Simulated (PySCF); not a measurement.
## Ionisation energy of B²⁺ by level of theory

B²⁺ [He] 2s1 (2S) → B³⁺ 1s2 (1S), as a difference of total energies. All numbers are calculated (PySCF 2.14, the non-relativistic Hamiltonian (point nucleus), in aug-cc-pwCVQZ). Correlated levels: valence and next inner shell: nothing frozen. The calculations carry no spin-orbit coupling.

```tsv
method	ionisation energy (eV)
UHF	37.818
LDA	37.898
PBE	38.291
r2SCAN	37.853
M06-L	37.211
TPSSh	38.149
M06	37.655
MP2 (valence and next inner shell)	37.908
```

Question: Estimate what SCS-MP2 (valence and next inner shell) gives.

Answer: 37.899 eV, closest to LDA among the rows shown.

Question: Estimate what PBE0 gives.

Answer: 38.231 eV, closest to PBE among the rows shown.

Errors of the correlated levels include the incompleteness of this basis.

For comparison: 37.931 eV (measured; NIST Atomic Spectra Database, ionization energies).
